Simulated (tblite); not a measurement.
Species: C7H13P.
Z-matrix (Å and degrees, GFN2-xTB geometry), rows numbered from 1:
```
C 
C   1  1.5254
C   2  1.5299  1  107.03
C   3  1.5367  2  113.30  1   -79.57
C   4  1.5245  3  108.28  2   138.45
C   5  1.5241  4  106.15  3   -45.39
P   6  1.8695  5  104.45  4    48.48
C   1  1.5253  2  106.25  3   -49.55
H   1  1.0915  2  109.75  3    69.59
H   1  1.0914  2  111.53  3  -170.90
H   2  1.0917  1  111.81  3  -121.78
H   2  1.0924  1  109.14  3   118.54
H   3  1.0944  2  110.36  1   156.91
H   4  1.0912  3  110.88  2   -99.22
H   4  1.0917  3  109.64  2    19.65
H   5  1.0925  4  109.58  3    72.72
H   5  1.0917  4  111.70  3  -167.32
H   6  1.0912  5  111.98  4   167.74
H   6  1.0924  5  111.10  4   -70.75
H   8  1.0936  1  110.21  2   -79.48
H   8  1.0913  1  113.29  2   159.76
```

Computed values, GFN2-xTB/tblite, gas phase, harmonic and unscaled. The method is semi-empirical: single wavenumbers can be off by several per cent or more. One conformer, not necessarily the lowest.

Harmonic wavenumbers (cm⁻¹): 105.5, 179.1, 264.2, 275.1, 352.4, 402.8, 475.7, 511.4, 561.0, 672.1, 685.9, 711.1, 795.0, 827.6, 857.6, 891.9, 928.6, 953.5, 967.5, 997.9, 1019.6, 1029.7, 1071.0, 1089.6, 1103.5, 1125.1, 1137.5, 1164.8, 1179.8, 1214.7, 1231.0, 1245.0, 1255.0, 1286.1, 1309.0, 1319.1, 1327.3, 1330.6, 1449.7, 1453.1, 1480.3, 1484.7, 1491.3, 1504.7, 2928.5, 2945.6, 2948.3, 2962.6, 2963.4, 2971.2, 2971.8, 2973.5, 2975.6, 2980.6, 2981.8, 2986.7, 2988.5.

A = 2600, B = 1777, C = 1373 MHz; mass 128.075 u (most abundant isotopes); point group C1, symmetry number 1.

Q: Zero-point energy?

A: ½Σν̃ = 40648 cm⁻¹ = 486.26 kJ/mol.

Q: Entropy at 200 K, 1 bar (ideal gas, RRHO, classical rotation)?

A: Translation 161.08, rotation 113.50, vibration 35.16: S = 309.7 J/(mol K).

Q: And Cp and H(200 K) − H(0)?

A: Cp = 90.28 J/(mol K), of which vibrations give 57.03 (their classical limit is 57 R = 473.9); H(200 K) − H(0) = 11.16 kJ/mol without the zero-point energy, 4.50 from vibrations.

Q: What must be added to the electronic energy to get the Gibbs energy at 200 K and 1 bar?

A: ZPE + [H(200 K) − H(0)] − T·S = 486.26 + 11.16 − 61.95 = 435.47 kJ/mol.

Q: Blend soft modes into free rotors: weight 1/[1 + (100 cm⁻¹/ν̃)⁴] for the oscillator and the rest for a rotor with moment μB/(μ + B), μ = h/(8π²ν), B = 10⁻⁴⁴ kg m². What vibrational entropy results?

A: 35.05 J/(mol K) in place of 35.16, which changes −T·S at 200 K by +0.02 kJ/mol.

Hindered rotation and anharmonicity are outside this model. Other conformers, if any are populated, would add a mixing term that is left out. The structure is chiral; the term R ln 2 for an equal mix with its mirror image is left out.
